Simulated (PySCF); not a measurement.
Compound: C2H7NPSi (doublet state).
Numbering: `[CH3:1]/[N:2]=[C:3]/[SiH2:4][PH2:5]` (hydrogens: H6, H7, H8 on C1; H9, H10 on Si4; H11, H12 on P5)

Structure used (GFN2-xTB), in Å, numbered top down from 1:
```xyz
12
C2H7NPSi angstrom
C     -2.514    0.319    0.000
N     -1.188    0.006   -0.401
C     -0.246   -0.541    0.148
Si     1.527   -0.951   -0.139
P      2.593    0.504    1.216
H     -3.201   -0.170   -0.692
H     -2.651    1.398   -0.090
H     -2.742    0.006    1.024
H      2.214   -0.930   -1.443
H      1.670   -2.286    0.451
H      3.040    1.332    0.204
H      1.499    1.312    1.461
```

The hyperfine couplings belong to this conformer and change with its torsions.

Method used: UKS B3LYP, pcH-1 on C H N P Si, non-relativistic, mean-field spin-orbit, GIAO in PySCF. One conformer (not necessarily the lowest) at the GFN2-xTB geometry, without solvent, vibrations or thermal averaging. GFN2-xTB frequencies show an imaginary mode (81i cm⁻¹), so this geometry is no minimum at that level. Couplings are sensitive to structure, and on GFN2-xTB geometries they can be far from those on DFT ones. The SCF solution wasn't tested for stability.

Task: Predict the first-order ENDOR lines of N2, H9/H10, H6/H7/H8, H11/H12 and P5 under fast tumbling at B = 3346.4 mT (W band).

Result: For S = 1/2 in fast tumbling each set of equivalent nuclei gives two lines, ν± = |νn ± a/2| to first order, with νn = g_N μN B/h and μN/h = 7.62259 MHz/T.

| nuclei | isotope | g_N | νn (MHz) | a_iso (MHz) | lower line (MHz) | upper line (MHz) |
| --- | --- | --- | --- | --- | --- | --- |
| N2 | 14N | 0.4038 | 10.30 | 27.86 | 3.63 | 24.23 |
| H9/H10 | 1H | 5.5857 | 142.48 | 42.86 | 121.05 | 163.91 |
| H6/H7/H8 | 1H | 5.5857 | 142.48 | 9.49 | 137.74 | 147.23 |
| H11/H12 | 1H | 5.5857 | 142.48 | 1.25 | 141.86 | 143.11 |
| P5 | 31P | 2.2632 | 57.73 | 21.05 | 47.20 | 68.26 |

Task: Which pairs are centred on the nuclear Larmor frequency, and which on half the coupling?

Result: Centred on νn, since |a| < 2νn: H9/H10, H6/H7/H8, H11/H12 and P5. Centred on |a|/2 and split by 2νn: N2.

Nuclei that the bonding pattern makes equivalent are averaged, as if the motion that swaps them (rotation, inversion, ring flip) were fast. The three 1H nuclei of mean +9.5 MHz run from -4.4 to 36.1 MHz in the frozen geometry. The 1H value of +42.9 MHz is a mean of couplings from -3.3 to 89.0 MHz in this one geometry, not an average over conformers.

Time: 33 s of wall time (grids of density and orbitals included); peak memory 0.71 GiB. Hardware: one thread, Arm Neoverse V2 (aarch64), no GPU, on a shared host.
